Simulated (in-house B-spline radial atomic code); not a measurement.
Results of a calculation; reference values are marked as such.
**C6 from the polarisability at imaginary frequency: Cs⁺**

BP86 linear response of the closed shell [Kr] 4d10 5s2 5p6, from a B-spline radial code for spherical atoms; scalar-relativistic (spin-free one-electron X2C), finite nucleus, no spin-orbit coupling; shells from n = 3 respond.

The dispersion coefficient of two like species is C6 = (3/π) ∫ α(iu)² du from 0 to ∞.

```tsv
u (hartree)	α(iu) (bohr³)
0	16.3
0.0849	16.02
0.198	14.93
0.339	12.92
0.566	9.638
0.849	6.652
1.27	4.142
1.98	2.294
2.83	1.397
4.24	0.7816
7.07	0.3562
14.1	0.1148
```

Task: Fit one oscillator, α(iu) = α(0)/(1 + u²/ω²), through u = 0.849 and estimate C6.

Result: From α(0)/α(iu) − 1 = 16.3/6.652 − 1 = 1.4504, ω = u/√1.4504 = 0.7050 hartree (19.2 eV). London's formula gives C6 = (3/4) α(0)² ω = 0.75 × 16.3² × 0.7050 = 140.5 hartree·bohr⁶, and the oscillator holds f = α(0) ω² = 8.10 electrons, of a sum of oscillator strengths of 47.5.

Task: How does that compare with the full integral?

Result: The program's quadrature over all excitations gives C6 = 142, so the single oscillator is off by -1.1 %. At the last point the fit gives α = 0.0406 against 0.115: higher excitations, and deeper shells where there are any, keep the true curve higher at large u.
